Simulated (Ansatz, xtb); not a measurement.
**Relaxing a trial structure of ClGeOSi+**

The starting geometry of this gas-phase singlet has its atoms placed at random.

```yaml
atoms:
  - { symbol: Cl, position_ang: [-1.2202, 1.0281, -0.6695] }
  - { symbol: Ge, position_ang: [-0.3049, -0.9102, 1.0678] }
  - { symbol: O, position_ang: [0.5914, 1.3255, -0.2149] }
  - { symbol: Si, position_ang: [1.0225, -0.6507, -0.8229] }
```

**Question.** Guess where an optimisation with r2SCAN-D4/def2-SVP ends from this start.

**Answer.** It ends as a structure given below by its coordinates. Contacts that open: Cl1–O3 (1.89 → 3.02 Å), Ge2–Si4 (2.32 → 3.55 Å). Contacts that close: Cl1–Ge2 (2.76 → 2.14 Å), Ge2–O3 (2.73 → 1.98 Å), O3–Si4 (2.11 → 1.57 Å).

The energy falls by 6.96 eV over 19 steps:

```csv
step,E − E(last) (eV)
1,6.962
3,5.652
5,5.493
7,3.354
9,1.288
11,0.365
13,0.172
15,0.130
17,0.003
19,0.000
```

Final geometry (Å):

```yaml
atoms:
  - { symbol: Cl, position_ang: [-2.1092, 0.6552, -0.4126] }
  - { symbol: Ge, position_ang: [-0.6731, 0.2021, 1.1097] }
  - { symbol: O, position_ang: [0.8348, 0.0350, -0.1700] }
  - { symbol: Si, position_ang: [2.0363, -0.0997, -1.1666] }
```

From the same start GFN2-xTB ends elsewhere, differing in Cl1–O3 (1.67 against 3.02 Å here), Ge2–O3 (2.13 against 1.98 Å here), Ge2–Si4 (2.49 against 3.55 Å here).

From so rough a start the end depends on the optimiser's path, so another program may land elsewhere. No frequencies were run, so the end isn't proven a minimum. Run with Ansatz 0.2.0, 23 s on 2 threads of Intel(R) Xeon(R) 6975P-C (Granite Rapids) (shared host).
